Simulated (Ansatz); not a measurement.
## Which is lower?

Two relaxed structures of AlB2H5O, singlet (PBE0-D4/def2-TZVP; forces vanish, vibrations not checked).

A:

```
9
angstrom
B 1.4212 1.4437 -0.7041
O 0.8276 0.3006 -0.3691
B 0.2371 -0.8548 -0.0436
Al -1.7369 -0.9362 0.8057
H 1.2564 1.8689 -1.8117
H 2.0868 2.0039 0.1193
H 0.8960 -1.8435 -0.2621
H -1.9540 -0.9854 2.3836
H -3.0341 -0.9972 -0.1181
```

B:

B1  (1.150, 1.400, -0.789)
O2  (0.928, 0.400, -0.165)
B3  (0.486, -0.894, 0.651)
Al4  (-1.630, -0.848, 0.731)
H5  (1.025, -0.770, 1.725)
H6  (1.365, 2.376, -1.398)
H7  (0.938, -1.818, 0.016)
H8  (-2.567, -1.931, 1.444)
H9  (-2.427, 0.369, 0.025)
(Å)

Program: Ansatz 0.2.0. Basis: def2-TZVPP. Cores are frozen in the correlated methods. B3LYP uses VWN-RPA correlation.

Which structure is lower at CCSD(T), and by how much? (To be estimated.)

By the calculation: A, by 26.25 kcal/mol (electronic energy, against the other). By their contacts, A is AlB₂H₅O ([BH2][O][BH][AlH2]) and B is AlB₂H₅O ([BH][O][BH2][AlH2]).

All methods give the same order:

```
   method  E(B) − E(A) (kcal/mol)
   PBE-D4                   23.67
r2SCAN-D4                   25.71
  PBE0-D4                   26.72
 B3LYP-D4                   26.92
  wB97M-V                   26.11
       HF                   36.18
      MP2                   24.26
     CCSD                   27.97
  CCSD(T)                   26.25
```

No T1 diagnostic of these runs exceeds 0.018.

Labels in which every atom is bracketed show which atoms are joined, not bond orders.

For scale, one of the runs: CCSD(T)/def2-TZVPP, 205 basis functions, launched by `ansatz run in.yaml --threads 2 --pin off --events-out ev --progress --plain --max-ram 4352MiB`. Hardware: 2 CPU threads of an Intel Xeon Platinum 8259CL, shared host. Wall time 44 s; peak host memory 2.6 GiB.
